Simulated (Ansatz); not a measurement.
Basis-set extrapolation for CBCl2N (`N#CB(Cl)Cl`) (PBE0-D4/def2-TZVP geometry, frozen core, Ansatz). Multiplicity 1, RHF reference.

```
                      cc-pV(T+d)Z   cc-pV(Q+d)Z
                 HF  -1036.162998  -1036.177446
    MP2 correlation     -0.800697     -0.866344
CCSD(T) correlation     -0.872516     -0.935994
```

Energies in hartree. Use E(X) = E(∞) + A·exp(−5.46·√X) for Hartree–Fock and E(X) = E(∞) + B·X^(−3.05) for correlation, with X = 3 and 4.

Task: What is the CCSD(T) energy at the basis-set limit?

Result: HF limit: -1036.177446 + (-0.014448) × 0.30130 = -1036.18180. Correlation limit: -0.935994 + (-0.063478) × 0.71189 = -0.98118. Total: -1037.16298 hartree, 334.7 kJ/mol below CCSD(T)/cc-pV(T+d)Z.
